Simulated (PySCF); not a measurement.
aminoborane (BH4N), SMILES BN. Atoms are numbered in the order given.

```xyz
6

B      0.0000     0.0000    -0.7773
N      0.0000     0.0000     0.6103
H      0.0000    -1.0429    -1.3562
H      0.0000     1.0429    -1.3562
H      0.0000     0.8414     1.1633
H      0.0000    -0.8414     1.1633
```

The structure is a stationary point at B3LYP-D3(BJ)/def2-TZVP.

These are TDA-CAM-B3LYP/def2-TZVPD run with PySCF values and carry that method's errors.

Vertical excitations. The molecule is in vacuum. State labels are in the subgroup C2v.

Task: Give excitation energies, oscillator strengths and character. (Estimate from the structure and the level; the computed values follow.)

Result: 
```csv
state,symmetry,energy (eV),λ (nm),f,main pairs
S1,A2,7.27,170,0.000,HOMO−1→LUMO+1 98 %
S2,B1,7.46,166,0.058,HOMO→LUMO 86 %
S3,B2,8.30,149,0.021,HOMO−1→LUMO 95 %
S4,A1,8.44,147,0.283,HOMO→LUMO+1 91 %
S5,A2,8.79,141,0.000,HOMO→LUMO+3 95 %
S6,B1,9.10,136,0.010,HOMO→LUMO+2 82 %
S7,B2,9.29,133,0.058,HOMO−1→LUMO+2 94 %
S8,B1,9.53,130,0.039,HOMO−2→LUMO+1 92 %
S9,A1,9.80,127,0.013,HOMO−1→LUMO+3 94 %
S10,B1,10.02,124,0.039,HOMO→LUMO+4 89 %
T1,A1,6.20,200,0,HOMO→LUMO+1 94 %
T2,A2,6.61,188,0,HOMO−1→LUMO+1 95 %
T3,B1,7.16,173,0,"HOMO→LUMO 79 %, HOMO→LUMO+2 16 %"
T4,B2,8.13,152,0,HOMO−1→LUMO 92 %
```
Triplets are in the Tamm–Dancoff approximation.
